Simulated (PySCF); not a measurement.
C2H8N2Si2, SMILES N[Si@@H]1C=N[C@H]1[SiH3]. Geometry: PBE-D3(BJ)/def2-SVP. The structure was generated by enumeration; whether it is a known compound was not checked. Other conformers were not sampled.

These are PBE-D3(BJ)/def2-SVP in PySCF values and carry that method's errors.

Harmonic wavenumbers (cm⁻¹): 90, 107, 128, 146, 188, 255, 338, 387, 479, 503, 593, 628, 671, 720, 758, 812, 851, 863, 877, 896, 908, 914, 943, 1003, 1134, 1215, 1482, 1552, 2141, 2155, 2165, 2169, 2994, 3041, 3514, 3616. Rotational constants (GHz): 3.812, 1.535, 1.213; symmetry number 1.

**Question.** Work out the zero-point energy and the ideal-gas rigid-rotor harmonic-oscillator thermochemistry at 298.15 K and 1 atm.

**Answer.** ZPE = ½ Σ hcν = ½ × 41236 cm⁻¹ = 246.65 kJ/mol. H − E(el) = 272.86 kJ/mol. Entropy in J/(mol K): translation 168.06, rotation 118.02, vibration 97.82, total 383.90. G − E(el) = 158.40 kJ/mol. Cp = 144.53 J/(mol K). Modes under 150 cm⁻¹ make the vibrational entropy uncertain.
